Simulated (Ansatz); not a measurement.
Input for Ansatz (a quantum-chemistry and plane-wave program): R-CCSD(T)/aug-cc-pV(D+d)Z on H2O3S (a complex), monomers drawn apart or pushed together. Files ending in .json are basis or fitting sets from the Basis Set Exchange.

Ansatz 0.2 input:
```yaml
crystal:
  periodic: [false, false, false]
  atoms:
    - {symbol: O, position_ang: [0.50566974, -0.09015434, 0.61049798]}
    - {symbol: H, position_ang: [0.60674307, 0.85034152, 0.42235976]}
    - {symbol: H, position_ang: [-0.36268329, -0.33460216, 0.26937976]}
    - {symbol: O, position_ang: [-1.11916263, -0.66563676, 2.91260811]}
    - {symbol: S, position_ang: [0.23312195, -0.18288551, 3.03336167]}
    - {symbol: O, position_ang: [0.43289091, 1.23841443, 3.16102297]}
basis:
  gaussian:
    orbitals: aug-cc-pV_D+d_Z.json
magnetization: {spin_polarized: false}
correlation: {method: ccsd_t, electrons: outside_noble_gas}
scf: {lower_state_search: off}
```

Output:

```
WARN ansatz: RAYON_NUM_THREADS=1 ignored (pool sized by the plan → 1); use --threads N
Functional definition: HF
these checks for a lower state are left out or cut short: stability, starts, cluster_reference, orbital_swaps, neighbouring_geometries, increment
integrals: 0.21 GiB planned
1134 factors; integrals over basis functions are off by at most 7.2e-4 eV
mean field: 0.30 GiB planned
mean field evaluation 1: about -16955.1182 eV, gradient 5.3e1 eV
mean field evaluation 2: about -16955.1187 eV, gradient 5.3e1 eV
mean field evaluation 4: about -16960.2510 eV, gradient 4.0e0 eV
mean field evaluation 8: about -16960.2973 eV, gradient 3.7e-1 eV
mean field -16960.29807021 eV, -623.2794579774 hartree, gradient 1.8e-6 eV, S^2 0.000000; 0 other end points of the search recorded, 0 dependent functions left out
8 core orbitals not correlated
reference -16960.29807021 eV, -623.2794579774 hartree; 13, 13 occupied and 98, 98 virtual orbitals, 1134 factors
second order -21.13682008 eV of doubles, -0.00000000 eV of singles
coupled cluster: 0.65 GiB planned
cycle   1  -20.40515813 eV  change    7.3e-1 eV  update   1.5e-1
cycle   2  -21.08434856 eV  change   -6.8e-1 eV  update   5.3e-2
cycle   3  -21.26565390 eV  change   -1.8e-1 eV  update   2.4e-2
cycle   4  -21.25263306 eV  change    1.3e-2 eV  update   6.3e-3
cycle   5  -21.24764913 eV  change    5.0e-3 eV  update   2.9e-3
cycle   6  -21.24954811 eV  change   -1.9e-3 eV  update   9.1e-4
cycle   7  -21.24925376 eV  change    2.9e-4 eV  update   4.0e-4
cycle   8  -21.24890771 eV  change    3.5e-4 eV  update   1.2e-4
cycle   9  -21.24895608 eV  change   -4.8e-5 eV  update   6.7e-5
cycle  10  -21.24896849 eV  change   -1.2e-5 eV  update   3.1e-5
perturbative correction -0.84074190 eV, -0.0308966949 hartree
Total energy: -16982.38778060 eV, -624.0912398612 hartree
Checks for a lower state left out: stability, starts, cluster_reference, orbital_swaps, neighbouring_geometries, increment
```

Self-consistency was reached.

Cost: very roughly 8 core-seconds.
